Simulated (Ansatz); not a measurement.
Start from `C[CH2][In]([F])[F]` and change one element to get `C[CH2][Al]([F])[F]`.

Ansatz, PBE0-D4/def2-TZVP geometries, multiplicity 1. Each molecule was computed in one conformer, which needn't be the lowest.

Elements past krypton have def2 core potentials.

```tsv
property	`C[CH2][In]([F])[F]`
size of the dipole moment (PBE/def2-TZVPP) / D	4.87
LUMO energy (PBE/def2-TZVPP) / eV	-2.53
HOMO energy (PBE0/def2-TZVPP) / eV	-8.62
zero-point energy (PBE0-D4/def2-TZVP) / kJ/mol	179.1
size of the dipole moment (B3LYP/def2-TZVPP) / D	5.06
size of the dipole moment (ωB97M-V/def2-TZVPP) / D	4.91
```

(1) Give the same properties after the change, and the shifts. (Estimate.)

Answers

(1) Ansatz gave: 
| property | `C[CH2][Al]([F])[F]` | shift |
| --- | --- | --- |
| size of the dipole moment (PBE/def2-TZVPP) / D | 2.32 | -2.55 |
| LUMO energy (PBE/def2-TZVPP) / eV | -1.36 | 1.17 |
| HOMO energy (PBE0/def2-TZVPP) / eV | -8.50 | 0.12 |
| zero-point energy (PBE0-D4/def2-TZVP) / kJ/mol | 183.5 | 4.4 |
| size of the dipole moment (B3LYP/def2-TZVPP) / D | 2.34 | -2.72 |
| size of the dipole moment (ωB97M-V/def2-TZVPP) / D | 2.29 | -2.62 |

With PBE0 the HOMO rises by 0.12 eV and the LUMO rises by 1.12 eV, so the gap widens by about 1.00 eV. PBE moves the HOMO by 0.12 eV and ωB97M-V by 0.05 eV. Dipoles are sizes alone; their direction can turn.

B3LYP here is the variant with VWN-RPA as its local correlation; programs differ in this.
